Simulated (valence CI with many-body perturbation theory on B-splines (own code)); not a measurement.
Results of a calculation; reference values are marked as such.
From CI to CI+MBPT in Ir⁴⁶⁺

Method: valence CI with perturbative core correlation (CI+MBPT): three valence electrons over a frozen Dirac-Fock core [Ar] 3d10, a basis of 11 s, 11 p, 9 d, 7 f, 5 g, 2 h, 1 i functions for each j, with the one-electron correlation potential Σ1, the two-electron term Σ2, the three-electron term Σ3, Breit, model QED; selected CI, second order for the rest (own B-spline code, finite nucleus).

No measured spectrum was set against this ion. As an estimate, large intervals hold to a few tenths of a per cent, small ones and those within an open d or f shell to about a per cent.

Each rung adds one term. CI alone is the Dirac-Coulomb CI over the frozen core; QED comes last and gives the full result, which names the levels. Energies are above (4s^2 4p1/2) J=1/2 on the same rung, in Ry.

Levels are named by their leading jj configuration (3d3/2^4 stands for four electrons in 3d with j = 3/2), which in mixed levels can hold well under half, so a name can repeat and another be missing. Letters in brackets count levels of one name in rising energy.

| Level | CI alone | Σ1 | Σ2 | Σ3 | Breit | QED | Full |
| --- | --- | --- | --- | --- | --- | --- | --- |
| (4s 4p1/2^2) J=1/2 | 7.712 | -0.0092 | +0.0042 | +0.0005 | +0.0880 | -0.1102 | 7.686 |
| (4s^2 4p3/2) J=3/2 | 8.986 | +0.0215 | +0.0093 | +0.0001 | -0.1009 | +0.0091 | 8.925 |
| (4s 4p1/2 4p3/2) J=3/2 [a] | 15.622 | +0.0118 | +0.0459 | +0.0013 | -0.0128 | -0.1003 | 15.568 |
| (4s 4p1/2 4p3/2) J=5/2 | 16.307 | +0.0120 | +0.0266 | +0.0009 | -0.0206 | -0.0996 | 16.226 |
| (4s 4p1/2 4p3/2) J=3/2 [b] | 17.267 | +0.0119 | -0.0111 | +0.0004 | -0.0198 | -0.0975 | 17.151 |
| (4s 4p1/2 4p3/2) J=1/2 | 17.476 | +0.0122 | -0.0452 | +0.0001 | -0.0117 | -0.1010 | 17.330 |
| (4s^2 4d3/2) J=3/2 | 21.740 | +0.0032 | -0.0530 | +0.0002 | -0.1276 | -0.0169 | 21.546 |
| (4s^2 4d5/2) J=5/2 | 23.355 | +0.0139 | -0.0147 | +0.0008 | -0.1656 | -0.0179 | 23.172 |
| (4p1/2^2 4p3/2) J=3/2 | 24.999 | +0.0025 | -0.0244 | +0.0010 | +0.0672 | -0.2059 | 24.840 |
| (4s 4p3/2^2) J=5/2 | 25.287 | +0.0303 | +0.0055 | +0.0003 | -0.1219 | -0.0817 | 25.120 |
| (4s 4p3/2^2) J=1/2 | 26.424 | +0.0336 | -0.0069 | -0.0001 | -0.1108 | -0.0911 | 26.248 |
| (4s 4p3/2^2) J=3/2 | 26.740 | +0.0334 | -0.0474 | 0.0000 | -0.1146 | -0.0906 | 26.521 |
| (4s 4p1/2 4d3/2) J=3/2 [a] | 27.734 | -0.0074 | +0.0331 | +0.0020 | -0.0427 | -0.1227 | 27.596 |
| (4s 4p1/2 4d3/2) J=5/2 | 28.322 | -0.0068 | +0.0191 | +0.0017 | -0.0501 | -0.1224 | 28.164 |
| (4s 4p1/2 4d3/2) J=1/2 | 29.396 | -0.0068 | -0.0454 | +0.0006 | -0.0431 | -0.1220 | 29.180 |
| (4s 4p1/2 4d3/2) J=3/2 [b] | 29.499 | -0.0060 | -0.0417 | +0.0005 | -0.0457 | -0.1231 | 29.283 |
| (4s 4p1/2 4d5/2) J=5/2 [a] | 30.311 | +0.0013 | -0.0023 | +0.0014 | -0.0836 | -0.1176 | 30.110 |
| (4s 4p1/2 4d5/2) J=7/2 | 30.748 | +0.0018 | -0.0090 | +0.0016 | -0.0939 | -0.1162 | 30.533 |
| (4s 4p1/2 4d5/2) J=5/2 [b] | 31.190 | +0.0024 | -0.0167 | +0.0003 | -0.0843 | -0.1209 | 30.971 |

The middle columns are the shifts that each term adds.

Question: How does the ionisation energy move along the ladder, and which term matters most?

Answer: CI alone 2502.9, + Σ1 2504.9, + Σ2 2504.9, + Σ3 2504.8, + Breit 2501.5, + QED 2501.5 eV. The largest step is Breit, -3.3 eV. NIST lists 2500 ± 4 eV (theoretical).
